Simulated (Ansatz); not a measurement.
FOS (SMILES O=[S]F) moved off its minimum; all values from Ansatz (a quantum-chemistry and plane-wave program), cores frozen in correlated methods. Open shells are unrestricted.
(charge 0, multiplicity 2)
```xyz
3

O     -1.21511    -0.52125     0.02401
S     -0.21084     0.41696    -0.00879
F      1.30911    -0.33498    -0.03490
```

Forces at wB97M-V/def2-TZVPP (eV/Å):

```tsv
atom	Fx	Fy	Fz
O1	-4.113	-4.137	0.138
S2	5.730	3.532	-0.167
F3	-1.617	0.605	0.030
```

Q: Give the forces (eV/Å), the total energy and the dipole at CCSD(T)/cc-pV(T+d)Z.

A: 
| atom | Fx | Fy | Fz |
|---|---|---|---|
| O1 | -4.528 | -4.471 | 0.150 |
| S2 | 6.091 | 3.857 | -0.179 |
| F3 | -1.562 | 0.614 | 0.029 |
Energy -572.5508 hartree, dipole 1.68 D.
